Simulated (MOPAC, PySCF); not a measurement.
[Zn(CH3)2], neutral singlet in the gas phase. 

Cartesian coordinates (Å):
```xyz
9

Zn     0.0000     0.0000     0.0000
C      1.8529    -0.4903     0.3426
H      2.1074    -0.3889     1.4186
H      2.5552     0.1536    -0.2274
H      2.0550    -1.5424     0.0508
C     -1.8529     0.4904    -0.3426
H     -2.0411     1.5581    -0.1033
H     -2.5531    -0.1161     0.2696
H     -2.1234     0.3357    -1.4083
```
Charge 0, spin multiplicity 1.

All levels are single points at this geometry (PBE-D3(BJ)/def2-SVP); Pople sets use spherical d functions. Orbital energies aren't observables, and empty levels follow the basis.

BP86/6-31G* (LANL2DZ on Zn) in PySCF gives HOMO (eV) = -5.45.

Q: Estimate the HOMO (eV) from each of these levels: TPSSh-D3(BJ)/def2-TZVP in PySCF; B3LYP/3-21G in PySCF; M06-2X/6-31G* (LANL2DZ on Zn) in PySCF; HF/3-21G in PySCF; HF/6-31G* (LANL2DZ on Zn) in PySCF; PM3 in MOPAC; PM6 in MOPAC; PM7 in MOPAC.

A: 
```json
[
 {"level": "TPSSh-D3(BJ)/def2-TZVP in PySCF", "HOMO (eV)": "-6.51"},
 {"level": "B3LYP/3-21G in PySCF", "HOMO (eV)": "-6.71"},
 {"level": "M06-2X/6-31G* (LANL2DZ on Zn) in PySCF", "HOMO (eV)": "-7.68"},
 {"level": "HF/3-21G in PySCF", "HOMO (eV)": "-9.64"},
 {"level": "HF/6-31G* (LANL2DZ on Zn) in PySCF", "HOMO (eV)": "-9.57"},
 {"level": "PM3 in MOPAC", "HOMO (eV)": "-10.44"},
 {"level": "PM6 in MOPAC", "HOMO (eV)": "-9.25"},
 {"level": "PM7 in MOPAC", "HOMO (eV)": "-8.86"}
]
```
